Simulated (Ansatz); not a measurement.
Ansatz (a quantum-chemistry and plane-wave program) input:

Ansatz 0.2 input:
```yaml
crystal:
  periodic: [false, false, false]
  atoms:
    - {symbol: Cr, position_ang: [0.18634100, -0.10879621, -0.18927638]}
    - {symbol: O, position_ang: [-1.22174921, -0.98522592, 0.08948695]}
    - {symbol: O, position_ang: [-0.24767627, 1.28901977, -0.69485934]}
    - {symbol: O, position_ang: [0.91040249, 0.02259476, 1.17320151]}
basis:
  gaussian:
    orbitals: def2-SVP
total_charge: 1
magnetization: {spin_polarized: true, initial_magnetization: 1}
correlation: {method: ccsd_t, electrons: outside_noble_gas}
```

### Question
Predict the final energy.

### Answer
-1267.80145 Eh (CCSD(T)/def2-SVP). The basis has 73 functions.

The spin state was set by rule; other spins were not relaxed.

The program attaches cautions to this result: large difference.

The determinant is spin-contaminated: <S^2> is 3.30 against 0.75 for a pure state.
